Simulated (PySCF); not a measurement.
**Dipole moment and polarisability of `O=C(Cl)c1sccc1F`**

Compound: C5H2ClFOS.
Geometry (GFN2-xTB, Å), atoms numbered from 1 in this order:
```xyz
11
C5H2ClFOS angstrom
O      2.8277    0.8159    0.1674
C      2.1146   -0.1124   -0.0307
Cl     2.8070   -1.7202   -0.3777
C      0.6756   -0.1540   -0.0368
S     -0.2223   -1.6000   -0.3479
C     -1.7035   -0.7703   -0.1661
C     -1.5468    0.5539    0.1204
C     -0.1891    0.9026    0.1932
F      0.2169    2.1368    0.4594
H     -2.6271   -1.3024   -0.2807
H     -2.3477    1.2528    0.2736
```

Level: CAM-B3LYP/def2-SVPD (PySCF), static field, nuclei fixed, core orbitals frozen in the response. The polarisability tensor in these axes (au):

```
x   120.83  -5.93  -1.40
y    -5.93 101.31   9.86
z    -1.40   9.86  57.82
```

Q: Diagonalise the tensor; give its mean and Δα, where Δα² is half the sum of the squared differences of the eigenvalues.

A: Principal values 55.69, 101.52 and 122.75 au; mean 93.32 au = 13.83 Å³ = 15.39 × 10⁻⁴⁰ C²·m²/J; Δα = 59.37 au (64 % of the mean).

Q: What is the dipole moment, and where does it point?

A: (-4.71, -1.41, -0.30) D, 4.93 D in size, pointing from the negative to the positive side. Measured along this direction, the outermost atoms are O1 at the negative end and H10 at the positive end.

Q: Find the Langevin capture rate constant for H3+ (3.023 u) meeting this molecule (163.950 u), k = 2.342 × 10⁻⁹ cm³/s × √(α in Å³ / reduced mass in u).

A: The reduced mass is 2.97 u, so k = 5.05 × 10⁻⁹ cm³/s. The formula leaves out the permanent dipole, which adds to the capture rate.

Q: What would n − 1 = 2πNα be for an ideal gas of these molecules at 400 K and 1 atm, electronic part alone?

A: N = p/kT = 1.8347 × 10¹⁹ cm⁻³, so n − 1 = 2π × N × 13.83 × 10⁻²⁴ cm³ = 1594 × 10⁻⁶ at long wavelengths, for an ideal gas.

Q: Traceless (Buckingham) quadrupole moment about the centre of nuclear charge: eigenvalues?

A: -4.92, -1.28, 6.20 D·Å. The values depend on the origin, since the dipole doesn't vanish. The electronic extent ⟨r²⟩ about the same centre is 1497 bohr², a root-mean-square distance of 2.26 Å for the 82 electrons.

The structure is a single GFN2-xTB conformer in the gas phase; no vibrational or solvent corrections.
